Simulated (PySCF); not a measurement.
Vertical excitations of a molecule C3H9ClOSi from TDA-PBE/def2-SVPD in PySCF 2.14.0, as energy in eV (oscillator strength): 5.89 (0.004), 6.01 (0.012), 6.37 (0.021), 6.66 (0.003), 6.79 (0.018), 6.87 (0.014). Lowest triplet (TDA): 5.77 eV. Geometry: B3LYP-D3(BJ)/def2-SVP. Other conformers were not sampled.

Q: Pick the molecule that these values belong to.
A. COC[Si@H](C)Cl
B. CC[Si@@H](Cl)CO
C. CC(C)O[SiH2]Cl
D. C[Si@@H](Cl)CCO

A: A, COC[Si@H](C)Cl
